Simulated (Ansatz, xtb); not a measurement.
## Ranking isomers of AlF2OSi

4 gas-phase structures of AlF2OSi, found in a search over its isomers (lower ones may exist). Each was relaxed with GFN2-xTB; where two conformers were screened, the lower at r2SCAN-D4/def2-SVP is listed:

A. `O=[Si][Al]([F])[F]`, a doublet
B. a doublet given by its coordinates
C. `[F][Al]1[O][Si]1F`, a doublet
D. `[F][Al][O][Si]F`, a doublet

B (Å):

| atom | x (Å) | y (Å) | z (Å) |
| --- | --- | --- | --- |
| Al | -0.1480 | 0.2288 | -0.2971 |
| F | -0.0701 | 1.8162 | 0.1566 |
| F | -1.5852 | -0.5740 | -0.1429 |
| O | 0.8352 | -0.2133 | -1.7221 |
| Si | 1.8846 | -1.0015 | -0.8145 |

Close contacts (Å): Al1–F2 1.65, Al1–F3 1.65, Al1–O4 1.79, Al1–Si5 2.43, O4–Si5 1.60.

Question: Which do you expect lowest at r2SCAN-D4/def2-SVP, and how would the others follow?

Answer: Calculated order at r2SCAN-D4/def2-SVP: B (0.000), D (0.296), C (0.748), A (1.600) eV.

Energies above the lowest of each column, in eV; the last columns are at B3LYP-D3(BJ)/6-311G** geometries and were run for some of them only (a dash: not run or not comparable):

| structure | GFN2-xTB | HF/STO-3G | r2SCAN-D4/def2-SVP | B3LYP-D3(BJ)/6-311G** | CCSD(T)/def2-SVP |
| --- | --- | --- | --- | --- | --- |
| B | 0.000 | 0.000 | 0.000 | 0.000 | 0.000 |
| D | 0.523 | 0.623 | 0.296 | 0.060 | 0.316 |
| C | 0.907 | 1.118 | 0.748 | relaxes to D | – |
| A | 0.054 | 1.580 | 1.600 | – | – |

Every level run on B puts it lowest or level with the lowest. Flexible structures stand in one conformer each, not always the lowest. Frequencies (B3LYP-D3(BJ)/6-311G**) were run for B, D alone. Open shells are spin-unrestricted, some with notable spin contamination.

Over these structures GFN2-xTB departs from r2SCAN-D4/def2-SVP by 0.628 eV on average once a common shift is removed. A GFN2-xTB relaxation took about 0.14 s and the r2SCAN-D4/def2-SVP energy about 2 s on a shared host (Ansatz 0.2.0, xtb 6.7.1 (Pople sets with spherical d functions)).
